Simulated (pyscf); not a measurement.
Single points on ωB97X-D3(BJ)/def2-SVP structures (PySCF, gas phase).

### Question
Estimate the classical barrier height and the reaction energy of [H₃C–Al–CH₃]• → •H₂C–AlH–CH₃ at ωB97X-D3(BJ)/def2-TZVP. The step runs on the doublet surface, breaks C–H and forms Al–H; take the reactant's lowest minimum found as zero.

### Answer
ΔE‡ = 53.5 kcal/mol, ΔE = +14.9 kcal/mol. CCSD(T)/def2-TZVPP + ΔMP2(QZVPP) gives 51.6 kcal/mol and +15.1 kcal/mol. Zero-point energy shifts the barrier by -3.6 kcal/mol. It is a hydrogen shift, with an imaginary mode of 1568i cm⁻¹. One saddle was located; it need not be the lowest between these sides. The CCSD(T) − MP2 part came from Ansatz, without density fitting, on the same reference.
